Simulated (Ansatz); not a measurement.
Relaxation of CHBFI (5 atoms, charge 0, multiplicity 1), to a largest force component of 0.02 eV/Å in at most 50 steps.

Method: RKS revPBE-D4/def2-mTZVP (Ansatz 0.2.0).

```xyz
5
Properties=species:S:1:pos:R:3
F 0.230 -1.583 1.505
B 0.196 -0.567 0.723
C 0.114 0.489 -0.165
I -1.090 0.193 -1.908
H 0.830 0.339 1.105
```

Task: Where does it end, and by what steps?

Result: It converged. After 14 steps the energy has fallen by 4.257 eV; H5 moved furthest, 1.20 Å. Parted: B2–H5 (1.17 → 2.28 Å). Joined: C3–H5 (1.47 → 1.08 Å).

```
step  energy less start (eV)  largest force component (eV/Å)  accepted
   0                  0.0000                           4.766       yes
   1                 -1.4428                           2.538       yes
   2                 -2.4116                           1.982       yes
   3                 -3.0807                           2.478       yes
   4                 -3.6157                           2.282       yes
   5                 -4.0110                           0.768       yes
   6                 -4.1078                           1.588       yes
   7                 -4.1484                           1.463       yes
   8                 -4.1958                           0.600       yes
   9                 -4.2375                           0.299       yes
  10                 -4.2493                           0.374       yes
  11                 -4.2572                           0.061       yes
  12                 -4.2572                           0.050       yes
  13                 -4.2575                           0.037       yes
  14                 -4.2575                           0.003       yes
```

```xyz
5
Properties=species:S:1:pos:R:3
F 0.049 -2.005 1.512
B 0.160 -0.874 0.883
C 0.241 0.312 0.167
I -0.923 0.185 -1.627
H 0.753 1.254 0.324
```

Run time: 27 s on 2 threads of Intel(R) Xeon(R) Platinum 8259CL CPU @ 2.50GHz (Skylake/Cascade Lake) (shared host), peak memory 0.18 GiB.
